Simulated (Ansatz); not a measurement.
CH3Al, SMILES `[CH][AlH2]` (excited singlet) (charge 0, multiplicity 1). This singlet is an excited state, 0.80 eV above the relaxed triplet at the level composite: frozen-core CCSD(T) with HF/cc-pVQZ and the correlation energy extrapolated as X^-3 from cc-pVTZ and cc-pVQZ, plus CCSDT(Q) minus CCSD(T) in cc-pVDZ // PBE0-D3(BJ)/def2-TZVP (Ansatz, an electronic-structure program).

All values below come from frozen-core CCSD(T)/cc-pVQZ // PBE0-D3(BJ)/def2-TZVP (Ansatz).

Ansatz 0.2 input:
```yaml
crystal:
  periodic: [false, false, false]
  atoms:
    - { symbol: C, position_ang: [1.155774, -0.106461, -0.003037] }
    - { symbol: Al, position_ang: [-0.68179, 0.062054, 0.0143] }
    - { symbol: H, position_ang: [2.231333, -0.199119, -0.097866] }
    - { symbol: H, position_ang: [-1.221586, 1.543861, 0.146963] }
    - { symbol: H, position_ang: [-1.483731, -1.300334, -0.060359] }
basis:
  gaussian: { orbitals: cc-pVQZ }
correlation:
  method: ccsd_t
```

Output:

```
Functional definition: HF
1191 factors; integrals over basis functions are off by at most 1.3e-3 eV
mean field evaluation 1: about -7655.9026 eV, gradient 1.7e1 eV
mean field evaluation 2: about -7655.9028 eV, gradient 1.7e1 eV
mean field evaluation 4: about -7657.3858 eV, gradient 2.3e0 eV
mean field evaluation 8: about -7657.4222 eV, gradient 1.1e-1 eV
mean field evaluation 16: about -7657.4206 eV, gradient 4.0e-1 eV
mean field evaluation 32: about -7657.4206 eV, gradient 1.8e-1 eV
mean field evaluation 64: about -7656.4020 eV, gradient 2.1e-4 eV
mean field -7657.42237021 eV, -281.4050817180 hartree, gradient 4.1e-6 eV, S^2 0.000000; 5 other end points of the search recorded, 0 dependent functions left out; unrestricted orbitals would lower it
determinant -7657.42237021 eV, -281.4050817180 hartree, with singles and doubles -7664.77410514 eV, -281.6752529933 hartree
determinant -7656.40196217 eV, -281.3675824143 hartree, with singles and doubles -7663.76712485 eV, -281.6382471504 hartree
6 core orbitals not correlated
reference -7657.42237021 eV, -281.4050817180 hartree; 5, 5 occupied and 193, 193 virtual orbitals, 1191 factors
second order -6.13153611 eV of doubles, -0.00000000 eV of singles
cycle   1  -7.05686002 eV  change   -6.3e-1 eV  update   2.7e-2
cycle   2  -7.08014383 eV  change   -2.3e-2 eV  update   6.6e-3
cycle   3  -7.08131533 eV  change   -1.2e-3 eV  update   3.4e-3
cycle   4  -7.08283986 eV  change   -1.5e-3 eV  update   1.8e-3
cycle   5  -7.08483713 eV  change   -2.0e-3 eV  update   1.2e-3
cycle   6  -7.08582055 eV  change   -9.8e-4 eV  update   6.8e-4
cycle   7  -7.08627237 eV  change   -4.5e-4 eV  update   3.7e-4
cycle   8  -7.08658544 eV  change   -3.1e-4 eV  update   2.1e-4
cycle   9  -7.08657603 eV  change    9.4e-6 eV  update   1.2e-4
cycle  10  -7.08654399 eV  change    3.2e-5 eV  update   5.7e-5
cycle  11  -7.08656505 eV  change   -2.1e-5 eV  update   2.6e-5
cycle  12  -7.08655826 eV  change    6.8e-6 eV  update   9.9e-6
perturbative correction -0.26026988 eV, -0.0095647418 hartree
Total energy: -7664.76919835 eV, -281.6750726723 hartree
```
